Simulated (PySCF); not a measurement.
Strontium: a sound run and one with changed settings

Sound run: Sr [Kr] 5s2, Sr⁺ [Kr] 5s1. Calculation: PySCF 2.14, in def2-TZVP with the def2 core potential (28 electrons) (6s4p3d, 33 functions); scalar relativity through the core potential. The sound run starts from symmetry-adapted Hartree-Fock orbitals and uses a fine grid where one is needed.

Changed run: 26 angular points. This setting is unsound on purpose.

```tsv
species	method	sound run (hartree)	changed run (hartree)	converged
Sr	UHF	-30.34712	-30.34712	yes
Sr	r2SCAN	-30.68847	-30.68847	yes
Sr	PBE	-30.68408	-30.68408	yes
Sr⁺	UHF	-30.17277	-30.17277	yes
Sr⁺	r2SCAN	-30.48886	-30.48886	yes
Sr⁺	PBE	-30.47442	-30.47442	yes
```

Ionisation energy of Sr:

```tsv
method	sound run (eV)	changed run (eV)
UHF	4.744	4.744
r2SCAN	5.432	5.432
PBE	5.705	5.705
```

Here the setting changes nothing at the digits shown.

For comparison, NIST gives 5.695 eV between the lowest levels.
